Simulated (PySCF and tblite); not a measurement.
The numbers below are computed, except where a source is named.
C₆H₈Se, numbered as in [CH:1]#[C:2][C@@H:3]1[CH2:4][CH2:5][Se:6][CH2:7]1.

Conformers came from 60 starts (ETKDG, UFF, GFN2-xTB); geometries are GFN2-xTB. Energies: PBE0-D3(BJ)/pcSseg-1, with GFN2-xTB thermal terms (modes under about 100 cm⁻¹ blended into free rotors). Symmetry numbers and mirror images are counted. Conformers within 2.5 kcal/mol (GFN2-xTB free energy) were kept, 6 at most. GIAO shieldings: PBE0/pcSseg-1. Shifts are against TMS (¹H), TMS (¹³C), Me2Se (⁷⁷Se) at the same level; of two unlike H on one atom, a is the less shielded. Programs: PySCF with density fitting and tblite.

Task: List the conformer-averaged shifts at 298.15 K.

Result: ¹H: 3.18 (H5a, 1H), 3.07 (H7a, 1H), 3.02 (H7b, 1H), 2.95 (H5b, 1H), 2.92 (H3, 1H), 2.05 (H4a, 1H), 1.98 (H4b, 1H), 1.58 (H1, 1H) ppm. ¹³C: 89.8 (C2), 77.0 (C1), 42.8 (C4), 40.3 (C7), 37.4 (C3), 34.3 (C5) ppm. ⁷⁷Se: 184.9 (Se6) ppm.

Task: How do the conformers differ?

Result: The 5-ring runs over atoms 3–4–5–6–7.
```
conformer                                                                    shape  weight %
        1                      5-ring twist (ring torsions 41, -14, -15, 41, -55°)      54.3
        2  5-ring between envelope and twist (ring torsions -43, 18, 11, -37, 53°)      45.7
```

| signal | 1 | 2 | average |
| --- | --- | --- | --- |
| H1 | 1.58 | 1.59 | 1.58 |
| H3 | 2.60 | 3.30 | 2.92 |
| H4a | 2.33 | 1.70 | 2.05 |
| H4b | 1.79 | 2.22 | 1.98 |
| H5a | 2.83 | 3.61 | 3.18 |
| H5b | 3.04 | 2.84 | 2.95 |
| H7a | 3.01 | 3.15 | 3.07 |
| H7b | 3.01 | 3.04 | 3.02 |
| C1 | 76.6 | 77.6 | 77.0 |
| C2 | 89.1 | 90.6 | 89.8 |
| C3 | 37.7 | 37.0 | 37.4 |
| C4 | 43.5 | 41.8 | 42.8 |
| C5 | 34.7 | 33.8 | 34.3 |
| C7 | 40.0 | 40.6 | 40.3 |
| Se6 | 197.1 | 170.5 | 184.9 |

Spin–orbit effects of the heavy atoms on shieldings are missing. Shifts are unscaled: against experiment ¹³C can be off by 15 ppm or more and ¹H by 0.8 ppm.
